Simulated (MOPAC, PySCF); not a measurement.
C3H6O, SMILES `C=C(C)O` (C–C–O–H torsion 0°), neutral singlet in the gas phase. 

Cartesian coordinates (Å):
```xyz
10

C      1.3452     0.1382    -0.1218
C      0.0199     0.2628    -0.0733
C     -0.9383    -0.8235     0.2843
O     -0.6461     1.4254    -0.3506
H      1.8173    -0.8046     0.1074
H      1.9880     0.9683    -0.3895
H     -1.5301    -0.5328     1.1554
H     -1.6356    -0.9973    -0.5384
H     -0.4117    -1.7492     0.5054
H     -0.0086     2.1127    -0.5789
```
Charge 0, spin multiplicity 1.

All levels are single points at this geometry (B3LYP-D3(BJ)/def2-TZVP); Pople sets use spherical d functions. Orbital energies aren't observables, and empty levels follow the basis.

B3LYP/6-311+G** in PySCF gives dipole (D) = 0.63.

Task: Estimate the dipole (D) from each of these levels: B3LYP-D3(BJ)/def2-TZVP in PySCF; PBE-D3(BJ)/def2-TZVP in PySCF; B3LYP/6-31G* in PySCF; BP86/6-31G* in PySCF; PBE/6-31G* in PySCF; SVWN5/6-31G* in PySCF; HF/6-31G* in PySCF; PM3 in MOPAC.

Result: 
| level | dipole (D) |
|---|---|
| B3LYP-D3(BJ)/def2-TZVP in PySCF | 0.55 |
| PBE-D3(BJ)/def2-TZVP in PySCF | 0.50 |
| B3LYP/6-31G* in PySCF | 0.59 |
| BP86/6-31G* in PySCF | 0.56 |
| PBE/6-31G* in PySCF | 0.55 |
| SVWN5/6-31G* in PySCF | 0.57 |
| HF/6-31G* in PySCF | 0.71 |
| PM3 in MOPAC | 0.51 |
